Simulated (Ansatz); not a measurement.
Species: sum formula SiNH5, net charge 0, singlet state. SMILES: N[SiH3]
Structure (B3LYP-D3(BJ)/def2-TZVP (Ansatz, an electronic-structure program) minimum search):
```xyz
7

Si    -0.5698    -0.0218     0.0815
N      1.1270     0.0592    -0.2111
H     -1.1332     1.3310    -0.1334
H     -1.1511    -0.9874    -0.8795
H     -0.9726    -0.4582     1.4471
H      1.6789     0.7924     0.2058
H      1.6667    -0.7871    -0.3025
```

Wanted: vertical ionisation energy (to the doublet state of charge +1; each state is the SCF solution reached for its spin), in eV. Correlated levels leave the core frozen unless marked. UHF or UKS for open shells. No spin-orbit coupling. No relativistic terms. CBS marks a two-point X^-3 extrapolation of the correlation energy; Hartree-Fock from the larger set.

```json
[
 {"level": "PBE/def2-TZVPD", "program": "Ansatz", "vertical ionisation energy (eV)": "9.64"},
 {"level": "PBE0/def2-TZVPD", "program": "Ansatz", "vertical ionisation energy (eV)": "9.79"},
 {"level": "CAM-B3LYP/def2-TZVPD", "program": "Ansatz", "vertical ionisation energy (eV)": "(withheld)"},
 {"level": "B2PLYP/def2-TZVPD", "program": "Ansatz", "vertical ionisation energy (eV)": "9.94"},
 {"level": "SCS-MP2/def2-SVPD", "program": "Ansatz", "vertical ionisation energy (eV)": "10.06"},
 {"level": "SCS-MP2/def2-TZVPPD", "program": "Ansatz", "vertical ionisation energy (eV)": "10.19"},
 {"level": "CCSD/aug-cc-pV(D+d)Z", "program": "Ansatz", "vertical ionisation energy (eV)": "(withheld)"},
 {"level": "CCSD/def2-QZVPPD", "program": "Ansatz", "vertical ionisation energy (eV)": "10.00"},
 {"level": "CCSD(T)/CBS(aug-cc-pV(T+d)Z,aug-cc-pV(Q+d)Z)", "program": "Ansatz", "vertical ionisation energy (eV)": "10.13"}
]
```

Task: Some entries are withheld; supply them.

Result: 
- CAM-B3LYP/def2-TZVPD, vertical ionisation energy (eV): 9.97
- CCSD/aug-cc-pV(D+d)Z, vertical ionisation energy (eV): 9.84
